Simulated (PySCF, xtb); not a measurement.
CH7Cl2NSi2, SMILES N([SiH](Cl)Cl)C[SiH3].

GFN2-xTB (xtb) at its own geometry gives an orbital gap of 4.89 eV and a dipole moment of 3.33 D.

Geometry: B3LYP-D3(BJ)/def2-SVP. This is a generated structure with no PubChem entry under its InChIKey; it may be hypothetical. The values are those of a single conformer.

Problem. What does ωB97X/def2-TZVP (PySCF) give? (The exact figures need the calculation; the answer reports its results.)

Solution. gap 11.83 eV (levels -9.81 and 2.03 eV), dipole 1.97 D.
